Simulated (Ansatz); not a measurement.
```yaml
crystal:
  periodic: [false, false, false]
  atoms:
    - {symbol: As, position_ang: [-0.005169, -1.916125, -0.225709]}
    - {symbol: B, position_ang: [-1.781368, -1.022118, 0.337135]}
    - {symbol: As, position_ang: [-1.656941, 0.961927, -0.227736]}
    - {symbol: B, position_ang: [1.776364, -1.031479, 0.335072]}
    - {symbol: As, position_ang: [1.661715, 0.953271, -0.229410]}
    - {symbol: B, position_ang: [0.005530, 2.054746, 0.331778]}
    - {symbol: H, position_ang: [-0.008624, -3.345014, 0.264554]}
    - {symbol: H, position_ang: [-0.006733, -2.181220, -1.718263]}
    - {symbol: H, position_ang: [-2.724963, -1.563967, -0.193053]}
    - {symbol: H, position_ang: [-1.782969, -1.022278, 1.551141]}
    - {symbol: H, position_ang: [-1.886537, 1.092557, -1.720452]}
    - {symbol: H, position_ang: [-2.892456, 1.680352, 0.261606]}
    - {symbol: H, position_ang: [2.716470, -1.578213, -0.196298]}
    - {symbol: H, position_ang: [1.779417, -1.031812, 1.549077]}
    - {symbol: H, position_ang: [1.890610, 1.082912, -1.722318]}
    - {symbol: H, position_ang: [2.901428, 1.665147, 0.258887]}
    - {symbol: H, position_ang: [0.006136, 2.060110, 1.545770]}
    - {symbol: H, position_ang: [0.008100, 3.141192, -0.201790]}
basis:
  gaussian: {orbitals: def2-TZVPD, initial_orbitals: start.molden}
hamiltonian: {xc: {name: CAM-B3LYP}, dispersion: d4}
scf: {omitted_lower_state_checks: [starts]}
output: {orbitals: {seedname: orbitals}}
```

The file start.molden holds the orbitals of an earlier run on this structure, at another level or in another basis.

```sh
$ ansatz run in.yaml --threads 4 --pin off --events-out ev --progress --plain --max-ram 4787MiB
```

Task: Does this run fit into the memory that it is given?

Result: No. It has 381 basis functions, and Ansatz plans for 6 GiB where 5 GiB are given.
